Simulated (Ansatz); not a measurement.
`C[Si]1([SiH3])CC1` → `[SiH3]CC1C[SiH2]1`  (isomerisation)

Computed with Ansatz on PBE0-D4/def2-TZVP structures; ΔE is electronic, products minus reactants. CCSD(T)/CBS is the MP2 limit (def2-TZVPP, def2-QZVPP) plus CCSD(T) − MP2 in def2-TZVPP, frozen cores. Functionals use def2-TZVPP. One conformer a species, not always the lowest.

Problem. Is it downhill or uphill in electronic energy at CCSD(T)/CBS, and by how much? (An estimate is asked.)

Solution. The calculation gave: Uphill: ΔE = +14.0 kcal/mol.

Problem. What do these levels give: r2SCAN-D4, B97M-V, r2SCANh-D4, revPBE, PBE0, CCSD/def2-TZVPP? (Estimate.)

Solution. Computed: r2SCAN-D4 16.1, B97M-V 16.3, r2SCANh-D4 16.0, revPBE 18.0, PBE0 16.6, CCSD/def2-TZVPP 13.7 kcal/mol.

Largest T1 diagnostic among the species: 0.011.

From BLYP to BHLYP (50 % exact exchange), in def2-TZVPP and without D4, ΔE moves by −1.5 kcal/mol. Leaving LDA and LC-ωPBE aside and taking each functional with its dispersion term where it has one, the values, not all of them listed here, spread over 3.3 kcal/mol, from ωB97M-V to PBE-D4. LDA lies −2.3 kcal/mol from PBE without D4. At CCSD(T), def2-SVP lies −3.6 kcal/mol from the extrapolated value and def2-TZVPP −0.1 kcal/mol.
